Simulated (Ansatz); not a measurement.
**Energy profile**

The step: BH₂BrO₂ ([OH][B]([OH])[Br]) + HCl → BH₂ClO₂ ([OH][B]([OH])[Cl]) + HBr; bonds formed: B1–Cl6, Br2–H5; bonds broken: B1–Br2, H5–Cl6 (atoms numbered as in the saddle structure below).

B1  (-0.411, -0.069, 0.272)
Br2  (0.785, 1.694, -0.738)
O3  (-1.576, -0.258, -0.366)
O4  (-0.320, 0.020, 1.607)
H5  (1.379, 0.086, -0.890)
Cl6  (1.108, -1.359, -0.515)
H7  (-1.525, -0.289, -1.322)
H8  (0.560, 0.175, 1.953)
(Å)

Electronic energies by CCSD(T) at an estimated basis limit (MP2 extrapolated from triple and quadruple zeta, plus CCSD(T) − MP2 in triple zeta), on PBE0-D4/def2-TZVP structures; BH₃BrClO₂, closed shell; no counterpoise correction. Program: Ansatz 0.2.0. Basis: def2-TZVPP and def2-QZVPP. Cores are frozen in the correlated methods. Filled d shells of the heavier atoms are correlated. The def2 sets are not built for correlating such inner shells, so the correlated values are less sure here. Extrapolation: Hartree–Fock as exp(−7.88 √X), correlation as X^−2.97.

Problem. Give the profile in kcal/mol, counted from the separated reactants. (Judge from chemistry; the value comes from the calculation.)

Solution. Computed:
```tsv
point	kcal/mol
separated: BH₂BrO₂ (linked as [OH][B]([OH])[Br]; B1, Br2, O3, O4, H7, H8; singlet) + HCl (H5, Cl6; singlet)	0.00
start structure	-2.07
saddle	27.92
end structure	-5.31
separated: BH₂ClO₂ (linked as [OH][B]([OH])[Cl]; B1, O3, O4, Cl6, H7, H8; singlet) + HBr (Br2, H5; singlet)	-1.53
```

T1 diagnostic: at most 0.012.

For scale, one of the runs: CCSD(T)/def2-TZVPP, 225 basis functions, launched by `ansatz run in.yaml --threads 8 --pin off --events-out ev --progress --plain --max-ram 19148MiB`. Time: 85 s of wall clock on 8 CPU threads of an Arm Neoverse V2; the host was shared. Peak host memory: 4 GiB.
